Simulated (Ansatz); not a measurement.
M(SH)2 with several metals: binding per atom (eV) at several levels, gas phase, relaxed structures; Ansatz. Binding counts from free atoms in the multiplicity of their measured ground term, without zero-point energy. Names give formal oxidation states. A dash marks a value that wasn't run or was left out as unsound. The structures are stationary points that may keep the symmetry of their start. Correlated methods freeze inner cores and use unrestricted references for open shells. Remarks come from the PBE and PBE0 runs and from stability tests at other levels; not every state was tested.

```csv
species,state,geometry,PBE-D4/def2-TZVP,PBE0-D4/def2-SVP,PBE0-D4/def2-TZVP,BHLYP-D4/def2-TZVP,CCSD(T)/def2-TZVPP,remarks
Mn(SH)2 (MnH2S2),sextet,PBE-D4/def2-TZVP,2.86,2.70,2.74,2.57,2.60,–
Co(SH)2 (CoH2S2),quartet,r2SCAN-D4/def2-TZVP,2.83,2.71,2.74,2.67,–,–
Cr(SH)2 (CrH2S2),quintet,PBE-D4/def2-TZVP,2.74,2.59,2.61,–,2.58,spin-contaminated (⟨S²⟩ up to 6.18)
Cu(SH)2 (CuH2S2),doublet,PBE0-D4/def2-TZVP,2.67,2.56,2.52,2.34,2.25,–
```

Q: Estimate the column for ωB97X-V/def2-TZVP.

A: Mn(SH)2 (MnH2S2) 2.77; Co(SH)2 (CoH2S2) 2.78; Cu(SH)2 (CuH2S2) 2.53.
